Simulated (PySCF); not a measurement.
## One molecule, many functionals

Compound: C2H11BN2Si.
InChI=1S/C2H11BN2Si/c1-3(2)5-6-4/h5H,4,6H2,1-2H3

Linear-response calculations in the def2-SVPD basis (PySCF; singlets by full response, triplets Tamm–Dancoff, core orbitals frozen in the response; HF means time-dependent Hartree–Fock). 'Strongest' is the level of largest summed f among the singlets computed (10 roots, of which the last may lack a degenerate partner); it can jump between rows when another state enters that window. S1 is the lowest singlet of each run and needn't be the same state throughout; f(S1) is that of one state. Isolated species at its PBE0-D3(BJ)/def2-SVP geometry (one conformer only).

| functional | kind | S1 (eV) | f(S1) | strongest (eV) | T1 (eV) | HOMO (eV) | gap (eV) | ionisation energy, ΔSCF (eV) |
| --- | --- | --- | --- | --- | --- | --- | --- | --- |
| LDA | LDA | 5.75 | 0.021 | 7.03 | 5.55 | -6.26 | 5.65 | 9.19 |
| PBE | GGA | 5.80 | 0.026 | 6.40 | 5.55 | -6.14 | 5.71 | 8.91 |
| B3LYP | global hybrid, 20% exact exchange | 6.30 | 0.032 | 7.68 | 5.98 | -7.30 | 7.36 | 9.39 |
| PBE0 | global hybrid, 25% exact exchange | 6.51 | 0.032 | 7.84 | 6.15 | -7.52 | 7.87 | 9.43 |
| BHandHLYP | global hybrid, 50% exact exchange | 6.90 | 0.032 | 8.04 | 6.50 | -8.83 | 9.66 | 9.71 |
| wB97X-D | range-separated hybrid | 6.78 | 0.035 | 7.85 | 6.51 | -9.43 | 11.33 | 9.68 |
| LC-wPBE | range-separated hybrid | 7.12 | 0.034 | 8.09 | 6.68 | -10.31 | 12.29 | 10.03 |
| HF | Hartree–Fock | 7.68 | 0.033 | 9.22 | 7.10 | -10.88 | 13.05 | not settled |

What does CAM-B3LYP (range-separated hybrid) give?

S1 (eV) 6.59, f(S1) 0.032, strongest (eV) 7.73, T1 (eV) 6.22, HOMO (eV) -8.94, gap (eV) 9.91, ionisation energy, ΔSCF (eV) 9.74. S1 runs from 5.75 eV (LDA) to 7.68 eV (HF), a spread of 1.93 eV, while the orbital gap spreads over 7.4 eV. Along PBE (0%), B3LYP (20%), PBE0 (25%), BHandHLYP (50%), HF (100%) S1 rises with the share of exact exchange. −ε(HOMO) comes closest to its own ΔSCF ionisation energy with wB97X-D (-0.25 eV) and misses most with LDA (-2.93 eV). 'Not settled' means that the ion's SCF failed to converge or may have ended in another state than the lowest.
